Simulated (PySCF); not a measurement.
IF₂⁻, singlet: structure and spectrum

Method: PySCF, PBE0, basis I def2-TZVPD with ECP28, F def2-TZVPD (scalar-relativistic core potentials, no spin–orbit coupling, density fitting).

The structure is a minimum.

| Property | Result |
| --- | --- |
| Point group | D∞h |
| Bond lengths | I–F 2.083 Å (×2) |
| Bond angles | F–I–F 180.0° |
| Principal polarisabilities | 46.5, 46.5, 63.8 bohr³ |
| Zero-point energy | 7.4 kJ/mol |
| Dipole moment about the centre of mass | 0.00 D |
| Highest occupied level | -1.99 eV |
| Rotational constants | 0.1023 cm⁻¹ |
| Entropy at 298.15 K and 1 bar | 264.1 J/(mol K) |
| Rotational symmetry number | 2 |
| Heat capacity Cp at 298.15 K | 56.4 J/(mol K) |
| Principal quadrupole moments (Buckingham, traceless) about the centre of mass | -18.62, 9.31, 9.31 D Å |
| Lowest empty level | 3.52 eV |
| Enthalpy at 298.15 K above 0 K | 13.17 kJ/mol |

Harmonic modes (masses in u: I 126.904, F 18.998):
| symmetry | ω (cm⁻¹) | IR (km/mol, summed over degenerate members) |
| --- | --- | --- |
| πu | 192 | 25.0 |
| σu+ | 416 | 348 |
| σg+ | 443 | 0.0 |

In D∞h the vibrations span πu + σu+ + σg+. The σg+ mode carries no infrared intensity, as symmetry demands. With a centre of inversion only u modes can be infrared active and only g modes Raman active.

Charges (e); Mulliken and Löwdin values are unreliable with diffuse functions:
```
atom  Mulliken  Löwdin  polar tensor  Mayer order to I1
  I1      0.21    0.85          0.72                  –
F2,3     -0.61   -0.93         -0.86               0.34
```

Mulliken populations on I1 (electrons outside its core potential): s 4.02, p 10.62, d 10.12, f 0.04.

Counting electrons, iodine keeps 6 of its valence electrons outside its bonds, so the VSEPR class is AX2E3 and the expected shape is linear (D∞h), as computed.

Other isomers or separated fragments may lie lower. The lowest empty level of this anion is unbound, so it and the gap depend on the basis.

The final relaxation and frequency run took of the order of 60 core-seconds on a shared host.
